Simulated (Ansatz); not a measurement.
CH5NOSn, SMILES `N[C](=O)[SnH3]` at its PBE0-D4/def2-TZVP geometry, where that method's forces vanish. Charge 0, multiplicity 1. Sn takes the def2 core potential.

```xyz
9

N     1.2161   -0.9667   -0.6045
C    -0.1124   -0.8273   -0.3928
O    -0.9257   -1.6624   -0.7140
Sn   -0.7712    1.0301    0.5873
H     1.8718   -0.2592   -0.3281
H     1.5555   -1.8059   -1.0518
H     0.5701    2.0382    0.9442
H    -1.5733    0.6131    2.0288
H    -1.8309    1.8402   -0.4692
```

Question: What forces (eV/Å) does B3LYP-D4/def2-TZVPP give on these atoms in Ansatz 0.2.0? (Estimate.)

Answer: The calculation gave: 
```
N1   0.229 -0.027 -0.037
C2  -0.007  0.084  0.041
O3  -0.207 -0.220 -0.085
Sn4 -0.041  0.126  0.066
H5   0.025 -0.012 -0.008
H6   0.030 -0.006 -0.006
H7   0.045  0.040  0.014
H8  -0.032 -0.014  0.052
H9  -0.041  0.030 -0.036
```

B3LYP here is the variant with VWN-RPA as its local correlation; programs differ in this.
